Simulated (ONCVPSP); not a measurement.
## Sc: excitation energies, all-electron against ONCV

ONCVPSP 4.0.1 input, shortened (lines: element, Z, core and valence counts, functional; n l f; lmax; l rc ep ncon nbas qcut; lloc lpopt rc5 dvloc0; l nproj debl; icmod fcfact rcfact), LDA (Perdew-Wang 92), scalar-relativistic:

```
  Sc 21.00    3    4  -001012      upf
    1    0    2.00
    2    0    2.00
    2    1    6.00
    3    0    2.00
    3    1    6.00
    3    2    1.00
    4    0    1.00
    2
    0    1.65    0.00    3    7    9.60
    1    1.45    0.00    4    7    8.90
    2    2.25    0.00    3    7    6.20
    4    5    1.10    1.00
    0    2    3.50
    1    3    3.50
    2    2    2.70
    0    0.00    0.00
```

Energies are relative to the spin-unpolarised reference configuration 3s2 3p6 3d1 4s1; without spin polarisation the order of configurations can differ from experiment.

Task: Give the all-electron excitation energy and the error of the potential for: 3s2 3p6 3d1 4s2; 3s2 3p6 3d1 4s0; 3s2 3p6 3d0 4s0; 3s2 3p6 3d2 4s0.

Result:

```
valence configuration  charge  ΔE all-electron (eV)  error AE − PS (meV)
      3s2 3p6 3d1 4s2       0                -7.061                 +0.6
      3s2 3p6 3d1 4s0      +2                12.955                 -0.8
      3s2 3p6 3d0 4s0      +3                38.049                 +254
      3s2 3p6 3d2 4s0      +1                 0.647                  +76
```
